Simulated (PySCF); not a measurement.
A survey of ¹⁵N NMR shifts

Theoretical values (PySCF 2.14.0 with density-fitted response routines): coordinates at the GFN2-xTB level, PBE0/pcSseg-1 with gauge-including orbitals. One conformer, fast rotation and ring inversion assumed for equivalent nuclei, relativity neglected, isolated molecule.

Shieldings were converted by a linear fit to measured shifts: ¹⁵N: δ = -148.07 − 0.921σ (rms 6.3 ppm, 71 shifts vs CH3NO2, solution or neat liquid). Occasional misses reach two or three times the rms, and more in compound classes unlike the fitted ones.

Problem. Give the ¹⁵N shifts of `C/C(C#N)=C/F`, `CSc1cncpc1`, `C/C(F)=C\C#N`, `C/C(F)=C\C#N`, `NCc1ccncc1`, `NCc1ccncc1`.

Solution. 
| compound | environment | δ (ppm) |
| --- | --- | --- |
| C/C(C#N)=C/F | nitrile nitrogen | -90.5 |
| CSc1cncpc1 | pyridine-type ring nitrogen | -46.7 |
| C/C(F)=C\C#N | nitrile nitrogen | -93.4 |
| C/C(F)=C\C#N | nitrile nitrogen | -93.4 |
| [NH2:1][CH2:2][c:3]1[cH:4][cH:5][n:6][cH:7][cH:8]1 | N6: pyridine-type ring nitrogen | -67.0 |
| [NH2:1][CH2:2][c:3]1[cH:4][cH:5][n:6][cH:7][cH:8]1 | N1: amine nitrogen | -338.9 |
| [NH2:1][CH2:2][c:3]1[cH:4][cH:5][n:6][cH:7][cH:8]1 | N6: pyridine-type ring nitrogen | -67.0 |
| [NH2:1][CH2:2][c:3]1[cH:4][cH:5][n:6][cH:7][cH:8]1 | N1: amine nitrogen | -338.9 |

Problem. Match the shifts -46.7, -90.5, -118.0, -329.3 ppm to `N#CC/C=C/F`, `C/C(C#N)=C/F`, `Nc1ccc(N)cc1`, `CSc1cncpc1`.

Solution. -46.7: CSc1cncpc1 (pyridine-type ring nitrogen); -90.5: C/C(C#N)=C/F (nitrile nitrogen); -118.0: N#CC/C=C/F (nitrile nitrogen); -329.3: Nc1ccc(N)cc1 (aniline-type nitrogen).
